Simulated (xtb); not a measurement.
xtb input (GFN2-xTB):

```bash
xtb mol.xyz --gfn 2 --ohess tight --chrg 1 --uhf 0
```
mol.xyz:
```
8

S      1.60959538    -0.85897323     0.02157851
B      0.12709433     0.12034252     0.03845341
S     -0.32774521     1.76013431     0.46308115
S     -1.37404693    -0.91196422    -0.66178412
H      2.44090147     0.15044157     0.46064222
H      0.89604644     2.22524458     0.76687390
H     -1.10680445    -2.12932124     0.00943250
H     -2.30560611    -0.56206767     0.28184009
```

Output:

```
           -------------------------------------------------
          |                Calculation Setup                |
           -------------------------------------------------

           -------------------------------------------------
          |                 G F N 2 - x T B                 |
           -------------------------------------------------

        Reference                      10.1021/acs.jctc.8b01176
      * Hamiltonian:
        H0-scaling (s, p, d)           1.850000    2.230000    2.230000
        zeta-weighting                 0.500000
      * Dispersion:
        s8                             2.700000
        a1                             0.520000
        a2                             5.000000
        s9                             5.000000
      * Repulsion:
        kExp                           1.500000    1.000000
        rExp                           1.000000
      * Coulomb:
        alpha                          2.000000
        third order                    shell-resolved
        anisotropic                    true
        a3                             3.000000
        a5                             4.000000
        cn-shift                       1.200000
        cn-exp                         4.000000
        max-rad                        5.000000

          ...................................................
          :                      SETUP                      :
          :.................................................:
          :  # basis functions                  38          :
          :  # atomic orbitals                  35          :
          :  # shells                           15          :
          :  # electrons                        24          :
          :  max. iterations                   250          :
          :  Hamiltonian                  GFN2-xTB          :
          :  restarted?                      false          :
          :  GBSA solvation                  false          :
          :  PC potential                    false          :
          :  electronic temp.          300.0000000     K    :
          :  accuracy                    1.0000000          :
          :  -> integral cutoff          0.2500000E+02      :
          :  -> integral neglect         0.1000000E-07      :
          :  -> SCF convergence          0.1000000E-05 Eh   :
          :  -> wf. convergence          0.1000000E-03 e    :
          :  Broyden damping             0.4000000          :
          :  net charge                          1          :
          :  unpaired electrons                  0          :
          ...................................................

 iter      E             dE          RMSdq      gap      omega  full diag
   1    -12.5011114 -0.125011E+02  0.667E+00    4.44       0.0  T
   2    -12.5097440 -0.863265E-02  0.623E+00    2.52       1.0  T
   3    -12.6072133 -0.974693E-01  0.284E+00    3.69       1.0  T
   4    -12.6127897 -0.557638E-02  0.164E+00    3.06       1.0  T
   5    -12.6317168 -0.189271E-01  0.568E-01    3.30       1.0  T
   6    -12.6322776 -0.560795E-03  0.271E-01    3.44       1.0  T
[...]
 * 6 selected distances

     #   Z          #   Z                                           value/Å
     1  16 S        2   5 B                                       1.7700489 (max)
     2   5 B        3  16 S                                       1.7696322
     1  16 S        5   1 H                                       1.3298189 (min)
     3  16 S        6   1 H                                       1.3300362
     4  16 S        7   1 H                                       1.3445180
     4  16 S        8   1 H                                       1.3445413

 * 2 distinct bonds (by element types)

   Z      Z             #   av. dist./Å        max./Å        min./Å
   1 H   16 S           4     1.3372286     1.3445413     1.3298189
Molecule has the following symmetry elements: (sigma)
It seems to be the Cs point group
   5 B   16 S           2     1.7698406     1.7700489     1.7696322

           -------------------------------------------------
          |               Frequency Printout                |
           -------------------------------------------------
 projected vibrational frequencies (cm⁻¹)
eigval :       -0.00    -0.00    -0.00    -0.00     0.00     0.00
eigval :      -36.99   176.64   197.39   300.76   332.56   379.49
eigval :      388.44   624.40   655.19   688.40   762.38   856.92
eigval :      978.07  1083.88  2333.18  2340.12  2428.09  2435.48
 reduced masses (amu)
   1: 29.35   2: 29.25   3: 28.99   4: 30.33   5: 29.05   6: 29.00   7:  2.28   8: 28.66
   9: 27.30  10: 12.23  11:  1.69  12:  7.96  13: 23.17  14: 16.78  15:  3.35  16:  3.90
  17:  2.32  18:  4.63  19: 13.17  20:  1.98  21:  1.83  22:  2.02  23:  1.95  24:  1.94
 IR intensities (km·mol⁻¹)
   1:  1.48   2:  6.34   3:  3.81   4:  3.28   5:  8.19   6:  5.47   7: 39.69   8:  0.86
   9: 23.28  10: 24.94  11:  0.21  12: 72.86  13: 11.99  14: 70.13  15: 22.11  16: 24.45
  17:  7.70  18:  0.65  19:167.89  20:  0.58  21: 16.18  22: 30.94  23: 17.52  24: 86.39
 Raman intensities (Ä⁴*amu⁻¹)
   1:  0.00   2:  0.00   3:  0.00   4:  0.00   5:  0.00   6:  0.00   7:  0.00   8:  0.00
   9:  0.00  10:  0.00  11:  0.00  12:  0.00  13:  0.00  14:  0.00  15:  0.00  16:  0.00
  17:  0.00  18:  0.00  19:  0.00  20:  0.00  21:  0.00  22:  0.00  23:  0.00  24:  0.00
 output can be read by thermo (or use thermo option).
 writing <g98.out> molden fake output.
 recommended (thermochemical) frequency scaling factor: 1.0
           -------------------------------------------------
          |             Thermodynamic Functions             |
           -------------------------------------------------

cs  symmetry found (for desy threshold:  0.10E+00) used in thermo

          ...................................................
          :                      SETUP                      :
          :.................................................:
          :  # frequencies                          17      :
          :  # imaginary freq.                       1      :
          :  linear?                             false      :
          :  only rotor calc.                    false      :
          :  symmetry                               cs      :
          :  rotational number                       1      :
          :  scaling factor                  1.0000000      :
          :  rotor cutoff                   50.0000000 cm⁻¹ :
          :  imag. cutoff                  -20.0000000 cm⁻¹ :
          :.................................................:

    mode    ω/cm⁻¹     T·S(HO)/kcal·mol⁻¹    T·S(FR)/kcal·mol⁻¹   T·S(vib)
   ------------------------------------------------------------------------
       1    176.64    -0.70472 ( 99.36%)    -0.68255 (  0.64%)    -0.70458
       2    197.39    -0.64318 ( 99.59%)    -0.64965 (  0.41%)    -0.64321
   ------------------------------------------------------------------------

   temp. (K)  partition function   enthalpy   heat capacity  entropy
                                   cal/mol     cal/K/mol   cal/K/mol   J/K/mol
 298.15  VIB   7.86                 2027.485     14.729     10.898
         ROT  0.246E+06              888.752      2.981     27.645
         INT  0.193E+07             2916.238     17.710     38.544
         TR   0.113E+28             1481.254      4.968     40.012
         TOT                        4397.4916    22.6778    78.5557   328.6771

       T/K    H(0)-H(T)+PV         H(T)/Eh          T*S/Eh         G(T)/Eh
   ------------------------------------------------------------------------
    298.15    0.700785E-02    0.456488E-01    0.373243E-01    0.832443E-02
   ------------------------------------------------------------------------

         :::::::::::::::::::::::::::::::::::::::::::::::::::::
         ::                  THERMODYNAMIC                  ::
         :::::::::::::::::::::::::::::::::::::::::::::::::::::
         :: total free energy         -12.573843056108 Eh   ::
Note: The following floating-point exceptions are signalling: IEEE_UNDERFLOW_FLAG IEEE_DENORMAL
normal termination of xtb
         ::.................................................::
         :: total energy              -12.582167485019 Eh   ::
         :: zero point energy           0.038640928099 Eh   ::
         :: G(RRHO) w/o ZPVE           -0.030316499187 Eh   ::
         :: G(RRHO) contrib.            0.008324428911 Eh   ::
         :::::::::::::::::::::::::::::::::::::::::::::::::::::
imag cut-off (cm-1) :    5.00
 found            1  significant imaginary frequency
 writing imag mode distorted coords to xtbhess.xyz
 for further optimization.

optimized geometry written to: xtbopt.xyz

           -------------------------------------------------
          | TOTAL ENERGY              -12.582167485019 Eh   |
          | TOTAL ENTHALPY            -12.536518707950 Eh   |
          | TOTAL FREE ENERGY         -12.573843056108 Eh   |
          | GRADIENT NORM               0.000205271600 Eh/α |
          | HOMO-LUMO GAP               3.382886337172 eV   |
           -------------------------------------------------

------------------------------------------------------------------------
------------------------------------------------------------------------
 total:
 SCF:
 ANC optimizer:
 analytical hessian:
```

It need not be the lowest isomer of its formula.
